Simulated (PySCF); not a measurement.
C7H11FSi.
Numbering: `[CH2:1]=[CH:2][C@@H:3]([F:4])[SiH:5]1[CH2:6][CH:7]=[CH:8][CH2:9]1` (hydrogens: H10, H11 on C1; H12 on C2; H13 on C3; H14 on Si5; H15, H16 on C6; H17 on C7; H18 on C8; H19, H20 on C9)

The same species was optimised twice, with GFN2-xTB and with PBE0-D3(BJ)/def2-SVP (PySCF), and the same property calculations (PySCF, gas phase) were run on both structures.

```tsv
coordinate	GFN2-xTB	PBE0-D3(BJ)/def2-SVP	change
C7=C8 (Å)	1.321	1.342	+0.021
C3–Si5 (Å)	1.934	1.916	-0.018
Si5–C9 (Å)	1.907	1.894	-0.013
C1=C2 (Å)	1.320	1.334	+0.014
Si5–C6 (Å)	1.909	1.899	-0.010
C6–C7 (Å)	1.501	1.508	+0.007
C8–C9 (Å)	1.501	1.507	+0.006
C3–F4 (Å)	1.390	1.389	-0.001
C2–C3 (Å)	1.486	1.486	0.000
C3–Si5–C9 (°)	112.3	109.9	-2.4
Si5–C6–C7 (°)	103.8	101.5	-2.3
Si5–C9–C8 (°)	103.8	101.7	-2.1
C6–Si5–C9 (°)	93.9	95.8	+1.9
C2–C3–Si5 (°)	111.3	112.6	+1.3
F4–C3–Si5 (°)	107.7	106.9	-0.8
C3–Si5–C6 (°)	111.8	111.1	-0.7
C1–C2–C3 (°)	125.1	124.6	-0.5
C1–C2–C3–F4 (°)	-13	-9	+4
C2–C3–Si5–C6 (°)	71	67	-4
```

Rotational constants: A = 2938, B = 817.8, C = 696.3 MHz (GFN2-xTB) against A = 2791, B = 854.3, C = 728.8 MHz (PBE0-D3(BJ)/def2-SVP). Point groups within 0.08 Å: C1 and C1. Atoms that the bonding makes alike are paired by their places after alignment.

On the GFN2-xTB structure: HOMO (eV) -7.12 [PBE0/pcSseg-1]; LUMO (eV) 0.03 [PBE0/pcSseg-1]; dipole (D) 1.71 [PBE0/pcSseg-1]; GIAO shielding of C1 (ppm) 70.4 [PBE0/pcSseg-1]; GIAO shielding of C2 (ppm) 44.0 [PBE0/pcSseg-1]; GIAO shielding of C3 (ppm) 92.0 [PBE0/pcSseg-1]; GIAO shielding of F4 (ppm) 427.9 [PBE0/pcSseg-1]; GIAO shielding of Si5 (ppm) 351.1 [PBE0/pcSseg-1]; GIAO shielding of C6 (ppm) 169.2 [PBE0/pcSseg-1]; GIAO shielding of C7 (ppm) 49.3 [PBE0/pcSseg-1]; GIAO shielding of C8 (ppm) 47.9 [PBE0/pcSseg-1].

Q: What do these properties become on the PBE0-D3(BJ)/def2-SVP structure?

A: 
| property | level | on GFN2-xTB | on PBE0-D3(BJ)/def2-SVP | change |
| --- | --- | --- | --- | --- |
| HOMO (eV) | PBE0/pcSseg-1 | -7.12 | -7.03 | +0.09 |
| LUMO (eV) | PBE0/pcSseg-1 | 0.03 | 0.02 | -0.01 |
| dipole (D) | PBE0/pcSseg-1 | 1.71 | 1.81 | +0.10 |
| energy, GFN2-xTB geometry as zero (kcal/mol) | PBE0/pcSseg-1 | 0.0 | -1.4 | -1.4 |
| GIAO shielding of C1 (ppm) | PBE0/pcSseg-1 | 70.4 | 66.8 | -3.6 |
| GIAO shielding of C2 (ppm) | PBE0/pcSseg-1 | 44.0 | 41.7 | -2.3 |
| GIAO shielding of C3 (ppm) | PBE0/pcSseg-1 | 92.0 | 94.0 | +2.0 |
| GIAO shielding of F4 (ppm) | PBE0/pcSseg-1 | 427.9 | 432.3 | +4.4 |
| GIAO shielding of Si5 (ppm) | PBE0/pcSseg-1 | 351.1 | 349.1 | -2.0 |
| GIAO shielding of C6 (ppm) | PBE0/pcSseg-1 | 169.2 | 168.9 | -0.3 |
| GIAO shielding of C7 (ppm) | PBE0/pcSseg-1 | 49.3 | 44.1 | -5.2 |
| GIAO shielding of C8 (ppm) | PBE0/pcSseg-1 | 47.9 | 43.2 | -4.7 |

The heavy atoms differ by 0.149 Å rms after alignment. Among bonds between heavy atoms C7=C8 changes most (+0.021 Å). Changes are differences of the printed values. Neither structure is proved a minimum here.
